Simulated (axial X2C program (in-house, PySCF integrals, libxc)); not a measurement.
TiO⁺: from Re and ωe to a spectrum

A bond curve at the M06 level, two-component, was computed with an in-house all-electron X2C program for linear molecules (integrals from PySCF) (basis Ti dyall-cv3z [10s10p6d4f2g], O dyall-av3z [7s6p3d2f] (cores contracted in-house)) for the state Ω = 3/2 (⟨Sz⟩ = -0.50, ⟨Lz⟩ = 2.00 at M06). Its fit gives Re = 1.5588 Å, ωe = 1138.6 cm⁻¹, ωexe = 3.76 cm⁻¹ and αe = 2.621e-03 cm⁻¹; the masses are 47.9479 and 15.9949 u. Two-component means X2C with spin–orbit coupling and atomic mean-field Coulomb and Gaunt terms.

Find the reduced mass, Be and the force constant.

From the M06 values: μ = 11.9939 u. Be = 16.8576/(μ Re²) = 0.5784 cm⁻¹. k = 5.8918×10⁻⁷ μ ωe² = 9.16 mdyn/Å.

Estimate the centrifugal constant by the Kratzer relation.

D = 4Be³/ωe² = 5.97e-07 cm⁻¹.

Where do the fundamental and the first overtone lie?

ν(1←0) = ωe − 2ωexe = 1131.1 cm⁻¹; ν(2←0) = 2ωe − 6ωexe = 2254.6 cm⁻¹.

A Morse curve ties αe to the other constants (Pekeris). How well does that hold?

αe(Morse) = 6Be²/ωe × (√(ωexe/Be) − 1) = 2.732e-03 cm⁻¹; the M06 curve gives 2.621e-03 cm⁻¹, a ratio of 1.04.

The state is a single determinant with fixed occupations, the lowest that a limited PBE0 search found. Density functionals use the spin component along the axis (collinear). The functionals have no current-density term, which raises determinants with orbital currents, atoms included.
